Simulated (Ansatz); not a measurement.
`[O]=[W]([OH])(=[S])[Cl]` + CH₄ → `[CH3][W](=[O])(=[S])[Cl]` + H₂O  (formal exchange of groups at a W–O bond)

Isolated molecules relaxed with PBE0-D4/def2-TZVP in Ansatz; ΔE leaves out vibrations. CCSD(T)/CBS adds triple-zeta CCSD(T) − MP2 to the extrapolated MP2 energy (def2 sets, frozen cores). This one scheme is used for every species. DFT in def2-TZVPP. HSE06 is defined as in plane-wave codes. Elements past krypton have def2 core potentials. For W outer-core shells are correlated without core-valence functions, which leaves a few kJ/mol of doubt a bond. Each species was taken in one conformer, which may not be the lowest.

`[O]=[W]([OH])(=[S])[Cl]`:

Cartesian coordinates in Å:
```
O -0.712 1.804 0.408
W 0.135 0.377 0.078
O -1.049 -1.052 0.266
S 0.863 0.460 -1.918
Cl 1.876 0.208 1.506
H -1.114 -1.797 -0.338
```

CH₄:

```xyz
5

C     0.000    0.000    0.000
H    -0.611   -0.175    0.885
H    -0.644    0.089   -0.874
H     0.687   -0.835   -0.138
H     0.568    0.921    0.128
```

`[CH3][W](=[O])(=[S])[Cl]`:

Z-matrix (Å, degrees):
```
C
W 1 2.093
H 1 1.094 2 109.3
H 1 1.096 2 107.7 3 -119.4
H 1 1.091 2 112.2 3 121.0
O 2 1.690 1 103.9 3 -177.3
S 2 2.124 1 104.8 3 -62.6
Cl 2 2.259 1 110.9 3 60.8
```

H₂O:

Z-matrix (Å, degrees):
```
O
H 1 0.960
H 1 0.960 2 105.1
```

```csv
level,ΔE (kJ/mol),difference from CCSD(T)/CBS
B97M-V,125.2,22.1
r2SCANh-D4,118.2,15.1
HSE06-D4,109.8,6.7
BHLYP-D4,115.0,11.9
ωB97X-V,117.5,14.4
PBE-QIDH,108.6,5.5
r2SCAN,121.7,18.6
PBE0,112.3,9.2
CAM-B3LYP,123.6,20.5
LC-ωPBE,118.8,15.7
RPA@PBE/def2-TZVPP,106.8,3.7
HF/def2-SVP,118.8,15.7
CCSD/def2-SVP,113.5,10.4
CCSD(T)/def2-TZVPP,105.9,2.8
SCS-MP2/def2-QZVPP,106.6,3.5
CCSD/CBS(def2),101.7,-1.4
CCSD(T)/CBS,103.1,0
```

Question: What do rigid-rotor, harmonic-oscillator terms from PBE0-D4/def2-TZVP frequencies (298.15 K, 1 bar) make of the CCSD(T)/CBS value? (Estimate.)

Answer: Computed: ΔZPE = -3.0 kJ/mol, ΔH = +101.6 kJ/mol, ΔS = 15 J/(mol·K), ΔG = +97.2 kJ/mol.

Largest T1 diagnostic among the species: 0.023, so the coupled-cluster value is less sure than usual.

From BLYP to BHLYP (50 % exact exchange), in def2-TZVPP and without D4, ΔE moves by −6.7 kJ/mol. In def2-TZVPP, CCSD(T) changes the Hartree–Fock value by −13.2 kJ/mol (the triples alone add +1.3 kJ/mol) and MP2 by −14.0 kJ/mol. Leaving LDA and LC-ωPBE aside and taking each functional with its dispersion term where it has one, the values spread over 16.6 kJ/mol, from PBE-QIDH to B97M-V.
